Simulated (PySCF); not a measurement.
**Basis and Hamiltonian dependence of the excitation energy of Mo²⁺**

Mo²⁺ [Kr] 4d4 (5D) → Mo²⁺ [Kr] 4d3 5s1 (5F). All values are computed (PySCF 2.14, energy differences of UHF-based or UKS calculations, no spin-orbit coupling). Values in eV.

| basis | Hamiltonian | functions | UHF | r2SCAN | PBE0 | MP2 (valence) | CCSD(T) (valence) | CCSD(T) (valence and next inner shell) |
| --- | --- | --- | --- | --- | --- | --- | --- | --- |
| aug-cc-pVDZ-PP with ECP28MDF | ECP | 54 | 4.053 | 3.801 | 4.046 | 4.159 | 4.157 | n/a |
| def2-TZVPPD with the def2 core potential (28 electrons) | ECP | 56 | 3.922 | 3.731 | 3.962 | 4.099 | 4.101 | 3.951 |
| ANO-RCC-VTZP | spin-free X2C | 68 | 4.143 | 4.221 | 4.380 | 4.345 | 4.350 | 4.290 |
| aug-cc-pwCVDZ-PP with ECP28MDF | ECP | 70 | 3.923 | 3.721 | 3.968 | 4.103 | 4.105 | 3.838 |
| Sapporo-DKH3-TZP-2012 | spin-free X2C | 78 | 3.882 | n/a | n/a | n/a | n/a | 3.918 |
| x2c-TZVPPall | spin-free X2C | 79 | 3.980 | 4.040 | 4.203 | 4.171 | 4.175 | 4.081 |
| def2-QZVPPD with the def2 core potential (28 electrons) | ECP | 81 | 3.866 | 3.630 | 3.879 | 4.055 | 4.055 | 3.918 |
| aug-cc-pVTZ-PP with ECP28MDF | ECP | 88 | 3.894 | 3.653 | 3.910 | 4.059 | 4.057 | n/a |
| x2c-TZVPPall with one added diffuse shell each of s, p, d, f type | spin-free X2C | 95 | 3.967 | 4.009 | 4.178 | 4.153 | 4.157 | 4.058 |
| aug-cc-pVTZ-DK | spin-free X2C | 102 | 3.884 | 3.850 | 4.039 | 4.046 | 4.044 | n/a |
| x2c-QZVPPall | spin-free X2C | 111 | 3.899 | 3.891 | 4.080 | 4.082 | 4.082 | n/a |
| aug-cc-pVTZ-PP with one added diffuse shell each of s, p, d, f, g type with ECP28MDF | ECP | 113 | 3.893 | 3.653 | 3.910 | 4.059 | n/a | n/a |
| aug-cc-pwCVTZ-PP with ECP28MDF | ECP | 122 | 3.888 | 3.649 | 3.908 | 4.076 | n/a | n/a |

Frozen in the all-electron rows: valence: [Kr]; valence and next inner shell: [Ar] 3d10; with a core potential, the same shells as far as they lie outside it.
